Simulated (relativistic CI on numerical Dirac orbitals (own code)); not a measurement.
Spin-orbit doublets in the photoemission of cadmium

Problem. Photoelectron lines from p, d and f shells are doublets, and peak fits need their splitting and area ratio. Find both for the 3d line of cadmium, from the calculated spin-orbit constant ζ(3d) = 2.699 eV of the closed-shell ion Cd²⁺ with one hole. Is the doublet resolved if instrument, lifetime and solid give each line a width of 1.0 eV (assumed)?

Working.
1. One hole with l = 2 gives j = 5/2 and j = 3/2. For a hole the level of higher j has the lower binding energy.
2. The splitting is (l + ½)ζ = 2.5 × 2.699 = 6.748 eV.
3. The areas follow 2j + 1: 6 : 4, so the weaker line has 0.667 of the stronger one's area, if the radial matrix elements are equal.
4. Splitting over width is 6.75: two separate peaks.

Check. The difference of tabulated binding energies of the element (M4 less M5; Elam, Ravel and Sieber, Radiat. Phys. Chem. 63, 121 (2002), rounded to 0.1 eV or more) is 6.7 eV.

All doublets of Cd²⁺, calculated as differences of Dirac-Coulomb-Breit total energies with one hole (eV):

| Shell | Calculated | Without Breit and QED | Tabulated, element |
| --- | --- | --- | --- |
| 2p | 190 | 192.5 | 189.0 |
| 3p | 34.78 | 35.23 | 34.2 |
| 3d | 6.768 | 6.974 | 6.7 |
| 4p | 5.821 | 5.903 |  |
| 4d | 0.6978 | 0.722 | 1.0 † |

The Breit and QED terms lower the splittings by 1.3 to 3.4 %. † marks rows where calculation and table differ by more than 10 %: outer shells contract in the ion, shallow p and d holes are shifted by correlation that this model lacks, and small tabulated differences suffer from rounding or from errors of the compilation. The 4p hole of the elements from Cd to Xe decays so fast that 4p1/2 is no sharp line in experiment.
